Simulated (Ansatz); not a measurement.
`O[SiH]1NC1(F)F` + CH₄ → `C[SiH]1NC1(F)F` + H₂O  (formal exchange of groups at the Si–O bond)

Gas-phase electronic energies from Ansatz, PBE0-D4/def2-TZVP geometries. CCSD(T)/CBS adds triple-zeta CCSD(T) − MP2 to the extrapolated MP2 energy (def2 sets, frozen cores). This one scheme is used for every species. Functionals use def2-TZVPP. B3LYP here is the variant with VWN-RPA as its local correlation; programs differ in this. HSE06 is defined as in plane-wave codes. Each species was taken in one conformer, which may not be the lowest.

`O[SiH]1NC1(F)F`:

Cartesian coordinates in Å:
```
O -2.024 0.633 -0.224
Si -0.732 -0.338 -0.398
N 0.831 0.274 -0.612
C 0.784 -0.327 0.657
F 0.990 0.509 1.716
F 1.637 -1.364 0.856
H -1.908 1.446 0.274
H -1.208 -1.491 -1.177
H 1.631 0.658 -1.091
```

CH₄:

```xyz
5

C     0.000    0.000    0.000
H     0.941   -0.217    0.504
H    -0.051   -0.563   -0.932
H    -0.059    1.066   -0.216
H    -0.831   -0.286    0.643
```

`C[SiH]1NC1(F)F`:

```xyz
11

C     0.660    1.055   -1.312
Si   -0.551    0.105   -0.284
N    -0.313   -0.007    1.406
C    -0.132   -1.282    0.873
F     1.092   -1.846    1.062
F    -1.025   -2.232    1.265
H     1.678    0.883   -0.960
H     0.447    2.126   -1.259
H     0.589    0.752   -2.359
H    -1.940    0.207   -0.795
H    -0.507    0.240    2.363
```

H₂O:

```xyz
3

O     0.268   -0.129   -0.251
H    -0.681   -0.077   -0.385
H     0.413    0.206    0.637
```

```json
{"level": "PBE-D4", "ΔE (kcal/mol)": "24.8", "difference from CCSD(T)/CBS": "-1.4"}
{"level": "revPBE-D4", "ΔE (kcal/mol)": "24.5", "difference from CCSD(T)/CBS": "-1.7"}
{"level": "BLYP-D4", "ΔE (kcal/mol)": "27.2", "difference from CCSD(T)/CBS": "1.0"}
{"level": "r2SCAN-D4", "ΔE (kcal/mol)": "27.3", "difference from CCSD(T)/CBS": "1.1"}
{"level": "B97M-V", "ΔE (kcal/mol)": "28.0", "difference from CCSD(T)/CBS": "1.8"}
{"level": "PBE0-D4", "ΔE (kcal/mol)": "25.1", "difference from CCSD(T)/CBS": "-1.1"}
{"level": "B3LYP-D4", "ΔE (kcal/mol)": "27.4", "difference from CCSD(T)/CBS": "1.2"}
{"level": "r2SCANh-D4", "ΔE (kcal/mol)": "27.2", "difference from CCSD(T)/CBS": "1.0"}
{"level": "r2SCAN0-D4", "ΔE (kcal/mol)": "27.1", "difference from CCSD(T)/CBS": "0.9"}
{"level": "HSE06-D4", "ΔE (kcal/mol)": "25.1", "difference from CCSD(T)/CBS": "-1.1"}
{"level": "BHLYP-D4", "ΔE (kcal/mol)": "28.4", "difference from CCSD(T)/CBS": "2.2"}
{"level": "ωB97X-V", "ΔE (kcal/mol)": "26.9", "difference from CCSD(T)/CBS": "0.7"}
{"level": "ωB97M-V", "ΔE (kcal/mol)": "26.8", "difference from CCSD(T)/CBS": "0.6"}
{"level": "B2PLYP", "ΔE (kcal/mol)": "28.2", "difference from CCSD(T)/CBS": "2.0"}
{"level": "PBE-QIDH", "ΔE (kcal/mol)": "26.5", "difference from CCSD(T)/CBS": "0.3"}
{"level": "PBE", "ΔE (kcal/mol)": "25.2", "difference from CCSD(T)/CBS": "-1.0"}
{"level": "revPBE", "ΔE (kcal/mol)": "25.1", "difference from CCSD(T)/CBS": "-1.1"}
{"level": "BLYP", "ΔE (kcal/mol)": "28.0", "difference from CCSD(T)/CBS": "1.8"}
{"level": "r2SCAN", "ΔE (kcal/mol)": "27.5", "difference from CCSD(T)/CBS": "1.3"}
{"level": "PBE0", "ΔE (kcal/mol)": "25.5", "difference from CCSD(T)/CBS": "-0.7"}
{"level": "B3LYP", "ΔE (kcal/mol)": "28.1", "difference from CCSD(T)/CBS": "1.9"}
{"level": "r2SCANh", "ΔE (kcal/mol)": "27.4", "difference from CCSD(T)/CBS": "1.2"}
{"level": "r2SCAN0", "ΔE (kcal/mol)": "27.3", "difference from CCSD(T)/CBS": "1.1"}
{"level": "HSE06", "ΔE (kcal/mol)": "25.5", "difference from CCSD(T)/CBS": "-0.7"}
{"level": "BHLYP", "ΔE (kcal/mol)": "29.0", "difference from CCSD(T)/CBS": "2.8"}
{"level": "CAM-B3LYP", "ΔE (kcal/mol)": "28.6", "difference from CCSD(T)/CBS": "2.4"}
{"level": "LC-ωPBE", "ΔE (kcal/mol)": "26.2", "difference from CCSD(T)/CBS": "0.0"}
{"level": "RPA@PBE/def2-TZVPP", "ΔE (kcal/mol)": "26.5", "difference from CCSD(T)/CBS": "0.3"}
{"level": "HF/def2-SVP", "ΔE (kcal/mol)": "28.4", "difference from CCSD(T)/CBS": "2.2"}
{"level": "MP2/def2-SVP", "ΔE (kcal/mol)": "27.5", "difference from CCSD(T)/CBS": "1.3"}
{"level": "CCSD/def2-SVP", "ΔE (kcal/mol)": "26.9", "difference from CCSD(T)/CBS": "0.7"}
{"level": "CCSD(T)/def2-SVP", "ΔE (kcal/mol)": "26.7", "difference from CCSD(T)/CBS": "0.5"}
{"level": "HF/def2-TZVPP", "ΔE (kcal/mol)": "30.3", "difference from CCSD(T)/CBS": "4.1"}
{"level": "MP2/def2-TZVPP", "ΔE (kcal/mol)": "27.3", "difference from CCSD(T)/CBS": "1.1"}
{"level": "SCS-MP2/def2-TZVPP", "ΔE (kcal/mol)": "28.0", "difference from CCSD(T)/CBS": "1.8"}
{"level": "CCSD/def2-TZVPP", "ΔE (kcal/mol)": "27.2", "difference from CCSD(T)/CBS": "1.0"}
{"level": "CCSD(T)/def2-TZVPP", "ΔE (kcal/mol)": "26.9", "difference from CCSD(T)/CBS": "0.7"}
{"level": "MP2/def2-QZVPP", "ΔE (kcal/mol)": "26.9", "difference from CCSD(T)/CBS": "0.7"}
{"level": "HF/CBS(def2)", "ΔE (kcal/mol)": "30.4", "difference from CCSD(T)/CBS": "4.2"}
{"level": "MP2/CBS(def2)", "ΔE (kcal/mol)": "26.6", "difference from CCSD(T)/CBS": "0.4"}
{"level": "CCSD(T)/CBS", "ΔE (kcal/mol)": "26.2", "difference from CCSD(T)/CBS": "0"}
```

Largest T1 diagnostic among the species: 0.013.

Leaving LDA and LC-ωPBE aside and taking each functional with its dispersion term where it has one, the values spread over 3.9 kcal/mol, from revPBE-D4 to BHLYP-D4. In def2-TZVPP, CCSD(T) changes the Hartree–Fock value by −3.5 kcal/mol (the triples alone add −0.3 kcal/mol) and MP2 by −3.1 kcal/mol.

CCSD(T)/CBS has its own doubt, a few kJ/mol and more with outer-core shells, so smaller differences from it don't rank the levels.
